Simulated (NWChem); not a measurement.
# trisilylphosphine (Si$_{3}$PH$_{9}$); SMILES P([SiH3])([SiH3])[SiH3]

Results from NWChem. Pople sets run with spherical d functions. All runs use the structure optimised with PBE0/def2-SVP. Level TPSS/6-31G*: energy and gradient; each run changes one setting, and changes count from the defaults (medium grid, exact Coulomb integrals, symmetry on).

Which setting moves the energy most, and by about how much (coarse grid; defaults; Coulomb fitting, Ahlrichs set; symmetry off)?

Coulomb fitting, Ahlrichs set, by about 500 μHa.
```csv
setting,size of the energy change (μHa),largest change of a gradient component (μHa/bohr),"time, defaults = 1 (rough)"
defaults,< 10,< 30,about 1
coarse grid,100,300,about 1
symmetry off,10,other frame,3
"Coulomb fitting, Ahlrichs set",500,100,0.3
```
